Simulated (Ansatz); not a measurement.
```yaml
crystal:
  periodic: [false, false, false]
  atoms:
    - {symbol: C, position_ang: [2.671139, 0.918215, 0.062376]}
    - {symbol: C, position_ang: [1.958994, 0.002202, 1.053746]}
    - {symbol: N, position_ang: [0.833384, 0.662988, 1.726556]}
    - {symbol: C, position_ang: [0.222209, 0.033138, 2.824054]}
    - {symbol: C, position_ang: [-1.135904, 0.171385, 2.723664]}
    - {symbol: N, position_ang: [-1.430348, 0.901204, 1.585078]}
    - {symbol: C, position_ang: [-2.679999, 0.877609, 0.861865]}
    - {symbol: C, position_ang: [-0.209892, 1.287358, 0.960762]}
    - {symbol: H, position_ang: [3.602445, 0.431543, -0.296319]}
    - {symbol: H, position_ang: [2.938082, 1.892316, 0.525093]}
    - {symbol: H, position_ang: [2.024169, 1.085064, -0.823763]}
    - {symbol: H, position_ang: [1.591059, -0.896445, 0.501801]}
    - {symbol: H, position_ang: [2.657309, -0.331288, 1.855244]}
    - {symbol: H, position_ang: [0.817047, -0.446795, 3.610851]}
    - {symbol: H, position_ang: [-1.923937, -0.145958, 3.418689]}
    - {symbol: H, position_ang: [-2.615545, 0.221488, -0.040132]}
    - {symbol: H, position_ang: [-2.941882, 1.905315, 0.516852]}
    - {symbol: H, position_ang: [-3.488549, 0.520653, 1.531772]}
    - {symbol: H, position_ang: [-0.157500, 1.207492, -0.140804]}
    - {symbol: C, position_ang: [-0.200478, -1.725067, -3.603922]}
    - {symbol: S, position_ang: [-0.479634, -0.856959, -2.012839]}
    - {symbol: O, position_ang: [-1.978491, -0.750868, -1.922894]}
    - {symbol: O, position_ang: [0.147526, -1.758162, -0.986955]}
    - {symbol: O, position_ang: [0.220167, 0.467626, -2.208059]}
    - {symbol: H, position_ang: [-0.642468, -1.118108, -4.417479]}
    - {symbol: H, position_ang: [0.890363, -1.839251, -3.754877]}
    - {symbol: H, position_ang: [-0.689259, -2.716674, -3.550362]}
basis:
  gaussian: {orbitals: def2-TZVP, initial_orbitals: start.molden}
total_charge: -1
magnetization: {spin_polarized: true, initial_magnetization: 1}
hamiltonian: {xc: pbe0, dispersion: d4}
scf: {omitted_lower_state_checks: [starts]}
output: {orbitals: {seedname: orbitals}}
```

The file start.molden holds the orbitals of an earlier run on this structure, at another level or in another basis.

```sh
$ ansatz run in.yaml --threads 4 --pin off --events-out ev --progress --plain --max-ram 6963MiB
```

Task: Does this run fit into the memory that it is given?

Result: No. It has 493 basis functions, and Ansatz plans for 8 GiB where 7 GiB are given.
